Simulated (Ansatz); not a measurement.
Ideal-gas functions of FGeH$_{5}$Si (`F[SiH2][GeH3]`) at 800 K and 1 bar, from an Ansatz frequency run at PBE0-D4/def2-TZVP.

Molar mass 124.73 g/mol, point group Cs (symmetry number 1), electronic degeneracy 1, moments of inertia 32.851, 231.351, 251.992 u Å². Harmonic wavenumbers (cm⁻¹, unscaled): 85, 154, 345, 349, 465, 582, 735, 779, 852, 873, 880, 906, 950, 2145, 2156, 2160, 2225, 2234.

Use S(trans) = R[1.5 ln M + 2.5 ln T − 1.1517]; rotational temperatures θ = 24.2544 K / I; S(rot) = R[ln(√π/σ · √(T³/θAθBθC)) + 1.5]; for each mode x = 1.438777 ν̃/T, S = R[x/(eˣ − 1) − ln(1 − e⁻ˣ)] and H = RT x/(eˣ − 1); 1 cm⁻¹ = 0.0119627 kJ/mol; R = 8.31446 J/(mol·K).

**Question.** By hand: the entropy, in J/(mol·K).

**Answer.** Translation 189.6. Rotation: θ = 0.7383, 0.1048, 0.0963 K, giving 121.0. Vibration, mode by mode: 23.94, 19.02, 12.41, 12.32, 10.04, 8.30, 6.57, 6.16, 5.53, 5.37, 5.31, 5.12, 4.80, 0.87, 0.86, 0.85, 0.77, 0.76, in all 129.0. Electronic 0.0. Sum 439.6 J/(mol·K).

**Question.** By hand: H − E and G − E in kJ/mol, counted from the electronic energy.

**Answer.** Zero-point energy ½ × 18875 × 0.0119627 = 112.9; thermal vibration 51.8; translation, rotation and pV give 4 RT = 26.6. H − E = 191.3 kJ/mol, and G − E = 191.3 − 800 × 439.6/1000 = -160.4 kJ/mol.

Vibration gives 29 % of the entropy, 23.9 J/(mol·K) of it from the mode under 150 cm⁻¹: soft modes count most, and the harmonic formula is weakest for them.
